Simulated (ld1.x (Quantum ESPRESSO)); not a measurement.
Results of a calculation; reference values are marked as such.
**Hardness and transferability of assorted potentials**

Generated with ld1.x 7.5 (TM, RRKJ, ultrasoft, PAW), atompaw 4.2 or ONCVPSP 4.0.1. The cutoff is in Ry: for ld1.x and atompaw files where the sum of valence levels is converged to 10 mRy in a Bessel basis, for ONCV files where the hardest occupied wave has 1 mHa per electron of residual kinetic energy. The error is the largest all-electron minus pseudo excitation energy over each file’s own four to seven test configurations (ionisations up to +4, promotions, holes and added fractions of an electron), all of which were solved. The labels leave out finer settings (local radius, basis sizes, second energies), which also bear on the numbers. Spin-polarised tests are not counted. The rows are a selection from randomly drawn settings: files with unsolved tests, undetermined cutoffs or missed reference levels are left out.

A true bound ghost makes a file unfit for plane-wave use even where its test errors are small: the radial tests pick states by their node count and pass the ghost by.

| element | potential | cutoff (Ry) | largest error (meV) | bound ghosts |
| --- | --- | --- | --- | --- |
| H | PAW, PBE, non-relativistic, rc 1.15 (s), local smoothed, core correction no, reference 1s0.75 | 15 | 0.0 | none |
| N | RRKJ, PBE, non-relativistic, rc 0.75/1.30 (sp), local s, core correction no, reference 2s2 2p2 | 110 | +400 | none |
| O | TM, PBE, scalar-relativistic, rc 0.60/1.75 (sp), local smoothed, core correction no, reference 2s2 2p3.75 | 200 | +1358 | none |
| Ru | TM, PBE, scalar-relativistic, rc 2.50/1.00/1.40 (spd), local smoothed, core correction no, reference 4p6 4d8 5s0 5p0 | 120 | -28 | s |
| Au | TM semilocal, PBE, scalar-relativistic, rc 2.35/4.40/2.10 (spd), local p, core correction yes, reference 5d10 6s0.5 6p0.5 | 40 | -199 | none |

(1) Fill in the row for O: ultrasoft, PBEsol, scalar-relativistic, rc 0.90/2.30 (sp), local smoothed, core correction yes, reference 2s2 2p4.

(2) Fill in the row for Se: TM, PBE, scalar-relativistic, rc 1.50/1.35 (sp), local smoothed, core correction yes, reference 4s2 4p4.

(3) Fill in the row for F: TM, PBE, non-relativistic, rc 0.65/0.80 (sp), local p, core correction yes, reference 2s2 2p5.

## Answers

(1) cutoff 18 Ry, largest error +96 meV, bound ghosts: none.

(2) cutoff 55 Ry, largest error -128 meV, bound ghosts: none.

(3) cutoff 180 Ry, largest error +204 meV, bound ghosts: none.
